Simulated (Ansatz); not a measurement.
Basis-set extrapolation for `B1[NH][AlH][SiH2]1` (PBE0-D4/def2-TZVP geometry, frozen core, Ansatz 0.2.0). Multiplicity 1, RHF reference.

|  | def2-TZVPP | def2-QZVPP |
| --- | --- | --- |
| HF | -612.975909 | -612.995314 |
| MP2 correlation | -0.502948 | -0.538105 |
| CCSD(T) correlation | -0.570596 | not run |

Energies in hartree. Use E(X) = E(∞) + A·exp(−7.88·√X) for Hartree–Fock and E(X) = E(∞) + B·X^(−2.97) for correlation, with X = 3 and 4, and add CCSD(T) minus MP2 of the smaller set to the MP2 limit.

Task: What is the CCSD(T) energy at the basis-set limit?

Result: HF limit: -612.995314 + (-0.019405) × 0.13774 = -612.99799. MP2 limit: -0.538105 + (-0.035157) × 0.74074 = -0.56415. Higher-order term: -0.570596 − (-0.502948) = -0.06765. Total: -613.62979 hartree, 2.27 eV below CCSD(T)/def2-TZVPP.
